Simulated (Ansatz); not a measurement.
Stepwise reaction of `[AlH2][SiH3]` with water, as a gas-phase model of exchange steps in deposition or etching. ΔE in kJ/mol.

Gas-phase electronic energies from Ansatz, PBE0-D4/def2-TZVP geometries. CCSD(T)/CBS is the MP2 limit (def2-TZVPP, def2-QZVPP) plus CCSD(T) − MP2 in def2-TZVPP, frozen cores. This one scheme is used for every species. Functionals use def2-TZVPP. B3LYP here is the variant with VWN-RPA as its local correlation; programs differ in this. Each species was taken in one conformer, which may not be the lowest.

```
step                                                     reaction  PBE-D4  B3LYP-D4  ωB97M-V  CCSD(T)/CBS
   1                `[AlH2][SiH3]` + H₂O → `[OH][AlH][SiH3]` + H₂  -121.4    -126.7   -124.8       -123.7
   2        `[OH][AlH][SiH3]` + H₂O → `[OH][Al]([OH])[SiH3]` + H₂  -118.9    -125.8   -123.8       -123.3
   3  `[OH][Al]([OH])[SiH3]` + H₂O → `O[SiH2][Al]([OH])[OH]` + H₂   -48.5     -54.7    -53.5        -50.4
```

Task: By hand: ΔE of the 3 steps together at CCSD(T)/CBS.

Result: (-123.7) + (-123.3) + (-50.4) = -297.4 kJ/mol, or -99.1 kJ/mol a step.

In ΔE step 1 is the lowest and step 3 the highest. All are downhill at CCSD(T)/CBS. PBE-D4 differs from CCSD(T)/CBS by 1.9 to 4.4 kJ/mol a step. Isolated molecules leave out the surface, adducts and barriers. Largest T1 diagnostic: 0.014.
